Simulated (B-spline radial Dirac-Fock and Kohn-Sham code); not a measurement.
**Binding energies of B⁺ in different valence configurations**

Method: Dirac-Fock (average of configuration) total-energy differences with a finite nucleus, the Breit interaction including its frequency dependence, and self-energy and vacuum-polarisation corrections. Computed with a radial finite-basis atomic code. Electron correlation is not included.

Reference: the tabulated ground configuration [He] 2s2, with 2s 23.45 eV.

Shifts from the reference in eV.

```tsv
configuration	average energy	2s
[He] 2s1 2p1	+4.65	+1.40
```
